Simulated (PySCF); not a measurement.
Correlation energy of B⁻ (boron, charge -1)

[He] 2s2 2p2, high-spin 3P determinant. All numbers are calculated (PySCF 2.14, the non-relativistic Hamiltonian (point nucleus), in dyall-av2z (11s7p2d, 42 functions)). Frozen: 1s2; 4 electrons correlated; the 8 highest virtual orbitals of each spin left out.

```json
{"level": "CCSD", "correlation energy (mhartree)": "-78.53"}
{"level": "(T)", "correlation energy (mhartree)": "-2.94"}
{"level": "CCSD(T)", "correlation energy (mhartree)": "-81.47"}
{"level": "CCSDT", "correlation energy (mhartree)": "-82.47"}
```

Diagnostics: T1 = 0.030, D1 = 0.0555, largest double amplitude 0.096.

**Question.** Is a single reference adequate?

**Answer.** Mostly. T1 lies below 0.03, but a double amplitude of this size points to a near-degeneracy that CCSD handles and MP2 describes poorly.
